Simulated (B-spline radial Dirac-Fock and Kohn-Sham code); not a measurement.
## X-ray scattering factor of Ca¹³⁺

System: the Ca¹³⁺ ion, configuration 1s2 2s2 2p3.

Method: Dirac-Fock densities. Computed with an atomic code on a B-spline grid. f₀ is the Fourier transform of the spherical electron density, S the Waller-Hartree incoherent function, and s = sin θ/λ.

```tsv
s (Å⁻¹)	f₀	S
0	7.000	0.000
0.05	6.989	0.015
0.1	6.956	0.060
0.15	6.901	0.134
0.2	6.825	0.235
0.25	6.729	0.362
0.3	6.614	0.513
0.35	6.483	0.683
0.4	6.336	0.872
0.45	6.175	1.074
0.5	6.003	1.288
0.6	5.631	1.736
0.7	5.236	2.192
0.8	4.833	2.638
0.9	4.434	3.057
1	4.050	3.441
1.1	3.689	3.784
1.2	3.357	4.084
1.4	2.790	4.567
1.6	2.351	4.919
1.8	2.025	5.178
2	1.788	5.376
2.5	1.441	5.736
3	1.252	6.013
3.5	1.107	6.246
4	0.974	6.437
5	0.731	6.701
6	0.534	6.846
```

f₀ starts at the number of electrons, 7, and has fallen to half at s ≈ 1.16 Å⁻¹. The sum of ⟨r²⟩ over the electrons is 0.6062 bohr².
